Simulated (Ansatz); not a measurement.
BClH3NSi (`ClB1N[SiH2]1`) at its PBE0-D4/def2-TZVP geometry, where that method's forces vanish. The species carries charge 0 and has multiplicity 1.

```csv
atom,x (Å),y (Å),z (Å)
Cl1,0.264,-1.342,2.436
B2,0.134,-0.539,0.904
N3,-0.602,0.507,0.395
Si4,0.407,-0.057,-0.934
H5,-1.303,1.161,0.710
H6,1.422,0.911,-1.423
H7,-0.322,-0.641,-2.088
```

For each bond, give half the difference of the two atoms' forces along it (eV/Å; positive pushes the atoms apart) under PBE-D4, r2SCAN-D4, B3LYP-D4, ωB97M-V in def2-TZVPP. (Estimate.)

Ansatz gave: 
```json
{"bond": "Cl1–B2", "length (Å)": "1.734", "PBE-D4": "-0.04", "r2SCAN-D4": "0.00", "B3LYP-D4": "0.16", "ωB97M-V": "0.17"}
{"bond": "B2–N3", "length (Å)": "1.377", "PBE-D4": "0.27", "r2SCAN-D4": "0.12", "B3LYP-D4": "-0.03", "ωB97M-V": "0.02"}
{"bond": "B2–Si4", "length (Å)": "1.920", "PBE-D4": "0.23", "r2SCAN-D4": "0.09", "B3LYP-D4": "0.07", "ωB97M-V": "-0.01"}
{"bond": "N3–Si4", "length (Å)": "1.762", "PBE-D4": "0.27", "r2SCAN-D4": "0.10", "B3LYP-D4": "0.14", "ωB97M-V": "0.12"}
{"bond": "N3–H5", "length (Å)": "1.009", "PBE-D4": "0.08", "r2SCAN-D4": "-0.02", "B3LYP-D4": "-0.03", "ωB97M-V": "-0.11"}
{"bond": "Si4–H6", "length (Å)": "1.485", "PBE-D4": "0.01", "r2SCAN-D4": "-0.04", "B3LYP-D4": "-0.11", "ωB97M-V": "-0.14"}
{"bond": "Si4–H7", "length (Å)": "1.485", "PBE-D4": "0.01", "r2SCAN-D4": "-0.04", "B3LYP-D4": "-0.11", "ωB97M-V": "-0.14"}
```

B3LYP here is the variant with VWN-RPA as its local correlation; programs differ in this.
